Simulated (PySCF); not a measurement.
Isomers of C3H11NOSi4, mass 188.992 u with the commonest isotopes. The calculation used PBE0/pcSseg-1 in PySCF (dipole) on a GFN2-xTB geometry, gas phase. One conformer each, none proved a minimum here; rigid rotors.

Problem. Order these by out-of-plane moment Σ m c² = (Ia + Ib − Ic)/2, largest first.
A. `[CH3:1][CH2:2][Si@@H:3]1[Si@H:4]([C:5]#[N:6])[SiH2:7][Si@@H:8]1[OH:9]` with C1–C2–Si3–Si4 55°, Si7–Si8–O9–H 74°
B. `[CH:1]#[C:2][CH2:3][Si@@H:4]1[SiH2:5][Si@@H:6]([NH2:7])[Si@@H:8]1[OH:9]` with C2–C3–Si4–Si5 -65°, Si5–Si6–N7–H -60° and 164°, Si6–Si8–O9–H 77°
C. `[CH:1]#[C:2][CH2:3][Si@@H:4]1[SiH2:5][Si@@H:6]([NH2:7])[Si@H:8]1[OH:9]` with C2–C3–Si4–Si5 50°, Si5–Si6–N7–H -70° and 68°, Si6–Si8–O9–H 174°, C3–Si4–Si5–Si6 -105°, Si4–Si5–Si6–N7 -122°, Si5–Si6–Si8–O9 -102°, C3–Si4–Si8–Si6 104°
D. `[CH:1]#[C:2][CH2:3][Si@@H:4]1[SiH2:5][Si@H:6]([NH2:7])[Si@@H:8]1[OH:9]` with C2–C3–Si4–Si5 148°, Si5–Si6–N7–H 72° and -151°, Si6–Si8–O9–H -108°, C3–Si4–Si5–Si6 -97°, Si4–Si5–Si6–N7 100°, Si5–Si6–Si8–O9 126°, C3–Si4–Si8–Si6 99°

Solution. C (179.90 u·Å²), A (148.40 u·Å²), D (130.31 u·Å²), B (66.70 u·Å²).

Problem. Order these by rotational constant C, smallest first.
A. `[CH:1]#[C:2][CH2:3][Si@@H:4]1[SiH2:5][Si@@H:6]([NH2:7])[Si@@H:8]1[OH:9]` with C2–C3–Si4–Si5 -65°, Si5–Si6–N7–H -60° and 164°, Si6–Si8–O9–H 77°
B. `[CH:1]#[C:2][CH2:3][Si@@H:4]1[SiH2:5][Si@@H:6]([NH2:7])[Si@H:8]1[OH:9]` with C2–C3–Si4–Si5 50°, Si5–Si6–N7–H -70° and 68°, Si6–Si8–O9–H 174°, C3–Si4–Si5–Si6 -105°, Si4–Si5–Si6–N7 -122°, Si5–Si6–Si8–O9 -102°, C3–Si4–Si8–Si6 104°
C. `[CH:1]#[C:2][CH2:3][Si@@H:4]1[SiH2:5][Si@H:6]([NH2:7])[Si@@H:8]1[OH:9]` with C2–C3–Si4–Si5 148°, Si5–Si6–N7–H 72° and -151°, Si6–Si8–O9–H -108°, C3–Si4–Si5–Si6 -97°, Si4–Si5–Si6–N7 100°, Si5–Si6–Si8–O9 126°, C3–Si4–Si8–Si6 99°

Solution. A (431.1 MHz), C (545.1 MHz), B (578.4 MHz).

Problem. Order these by rotational constant B, largest first.
A. `[CH3:1][CH2:2][Si@@H:3]1[Si@H:4]([C:5]#[N:6])[SiH2:7][Si@@H:8]1[OH:9]` with C1–C2–Si3–Si4 55°, Si7–Si8–O9–H 74°
B. `[CH:1]#[C:2][CH2:3][Si@@H:4]1[SiH2:5][Si@@H:6]([NH2:7])[Si@@H:8]1[OH:9]` with C2–C3–Si4–Si5 -65°, Si5–Si6–N7–H -60° and 164°, Si6–Si8–O9–H 77°
C. `[CH:1]#[C:2][CH2:3][Si@@H:4]1[SiH2:5][Si@H:6]([NH2:7])[Si@@H:8]1[OH:9]` with C2–C3–Si4–Si5 148°, Si5–Si6–N7–H 72° and -151°, Si6–Si8–O9–H -108°, C3–Si4–Si5–Si6 -97°, Si4–Si5–Si6–N7 100°, Si5–Si6–Si8–O9 126°, C3–Si4–Si8–Si6 99°
D. `[CH:1]#[C:2][CH2:3][Si@@H:4]1[SiH2:5][Si@@H:6]([NH2:7])[Si@H:8]1[OH:9]` with C2–C3–Si4–Si5 50°, Si5–Si6–N7–H -70° and 68°, Si6–Si8–O9–H 174°, C3–Si4–Si5–Si6 -105°, Si4–Si5–Si6–N7 -122°, Si5–Si6–Si8–O9 -102°, C3–Si4–Si8–Si6 104°

Solution. A (762.5 MHz), C (676.7 MHz), D (652.5 MHz), B (547.7 MHz).

```
                               SMILES  point group  Ia (u·Å²)  Ib (u·Å²)  Ic (u·Å²)      κ  μa (D)  μb (D)  μc (D)
 C#CC[Si@@H]1[SiH2][Si@H](N)[Si@@H]1O           C1     440.94     746.88     927.21  -0.56    0.30    0.19    1.21
C#CC[Si@@H]1[SiH2][Si@@H](N)[Si@@H]1O           C1     383.07     922.67    1172.34  -0.74    3.04    0.76    0.23
 CC[Si@@H]1[Si@H](C#N)[SiH2][Si@@H]1O           C1     553.11     662.77     919.08   0.17    4.44    0.42    1.23
 C#CC[Si@@H]1[SiH2][Si@@H](N)[Si@H]1O           C1     459.05     774.53     873.78  -0.72    0.44    1.33    0.70
```
